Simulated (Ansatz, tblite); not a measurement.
Forces on the cluster Ta₂O₇H₄ at its PBE-D4/def2-SVP geometry. Total charge 0; singlet.

In the def2 sets Ta takes a core potential; there is no spin–orbit coupling. The xTB rows come from tblite. The structure holds 2 bonds between oxygen atoms, so isomers without such links may lie far lower. The restricted singlet is unstable towards broken spin symmetry in Hartree–Fock (as tested in another run); at PBE-D4/def2-TZVP this wasn't settled. No other spin state of charge 0 was run. Another isomer (singlet) lies 4.39 eV lower at PBE0-D4/def2-TZVP; other spin states weren't run for this one.

GFN1-xTB (tblite), largest force 3.58 eV/Å:

```xyz
13
positions Å, forces eV/Å
Ta    0.690   -1.849    0.738    0.167    0.269   -0.493
Ta   -0.401    1.444   -0.460    1.002   -0.008    1.290
O     1.215    1.149    1.039   -3.535   -0.456    0.318
O     0.141    2.283   -1.876   -0.515   -0.589    0.928
O     2.404   -1.983    0.791   -0.419   -0.100    0.034
O    -0.058   -0.507   -0.925   -0.262    0.541   -0.766
O    -2.289    1.680   -0.361    0.971    0.193   -0.711
O     0.286    0.011    1.506    1.553    1.728   -0.966
O     0.464    2.342    1.139    0.427   -2.108   -1.205
H    -2.938    2.145   -0.917    0.353   -0.363    0.502
H     0.415   -2.800   -0.769    0.053   -0.011    0.892
H     0.057   -3.047    1.924    0.225    0.555   -0.542
H     0.013   -0.868   -1.830   -0.021    0.350    0.719
```

GFN2-xTB (tblite), largest force 2.60 eV/Å:

```
Ta 0.440 -1.022 -0.232
Ta 0.198 1.040 0.478
O -2.442 -0.567 0.681
O -0.349 -0.244 0.541
O -0.172 -0.362 0.068
O -0.227 0.291 -0.913
O 0.231 0.274 -0.499
O 0.939 2.045 -0.589
O 0.617 -1.520 -0.631
H 0.243 -0.250 0.347
H 0.170 -0.238 0.666
H 0.333 0.330 -0.010
H 0.021 0.221 0.092
```

PBE-D4/def2-TZVP (Ansatz), largest force 0.27 eV/Å:

```
Ta 0.157 0.132 -0.102
Ta 0.197 0.028 -0.005
O -0.005 -0.085 -0.141
O -0.015 -0.038 0.081
O -0.120 0.026 -0.003
O -0.009 -0.110 -0.215
O -0.146 0.046 -0.025
O -0.055 -0.067 0.071
O -0.149 0.068 -0.041
H 0.203 -0.086 0.097
H -0.022 -0.042 0.017
H -0.026 0.006 0.026
H -0.011 0.121 0.241
```
